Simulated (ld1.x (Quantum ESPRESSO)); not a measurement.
# Before and after: TM potential for arsenic (As)

arsenic, norm-conserving Troullier–Martins (Kleinman–Bylander form), made with ld1.x (Quantum ESPRESSO) 7.5 (PW91, scalar-relativistic). Core [Ar] 3d10, reference 4s2 4p3. Waves: 4s (bound): rc 1.60 bohr; 4p (bound): rc 1.80 bohr. Local part: all-electron potential smoothed inside 1.75 bohr (lloc = -1). Core correction: a·sin(br)/r model core inside 1.30 bohr.

Change: all radii but the core radius scaled by about 1.15 (s 1.84, p 2.08 bohr); local potential all-electron potential smoothed inside 2.02 bohr (lloc = -1).

Cutoffs: the cutoffs (Ry, on a coarse ladder) from which the occupation-weighted sum of valence levels, in a spherical-Bessel basis at the reference potential, stays within 10 and 1 mRy of its value at 400 Ry; they do not see the model core or the augmentation charge, which bear on the density cutoff. Errors are all-electron minus pseudo energies relative to the spin-unpolarised reference configuration.

Predict the effect on cutoff, ghosts and configuration errors.

The potential gets neither clearly harder nor softer (30 Ry and 50 Ry → 30 Ry and 45 Ry); of the 7 tests that both files solve, the error grows in 2 and shrinks in 0 by more than 15 % and 0.3 meV (median size 12.3 → 14.6 meV); neither file shows a bound ghost.

| quantity | base | changed |
| --- | --- | --- |
| cutoff, loose | 30 Ry | 30 Ry |
| cutoff, tight | 50 Ry | 45 Ry |
| loose cutoff by channel (10 mRy a level) | s 18 Ry, p 6 Ry | s 15 Ry, p 6 Ry |
| bound ghosts | none | none |
| error for 4s2 4p2, meV [ΔE 9.21 eV] | -1.9 | -2.2 |
| error for 4s2 4p1, meV [ΔE 27.21 eV] | -16 | -18 |
| error for 4s2 4p0, meV [ΔE 55.02 eV] | -76 | -84 |
| error for 4s2 4p2.5, meV [ΔE 3.58 eV] | -0.5 | -0.6 |
| error for 4s1 4p3, meV [ΔE 19.34 eV] | -12 | -15 |
| error for 4s1 4p0, meV [ΔE 105.79 eV] | -306 | -334 |
| error for 4s2 4p3.3, meV [ΔE -1.25 eV] | +0.2 | +0.2 |
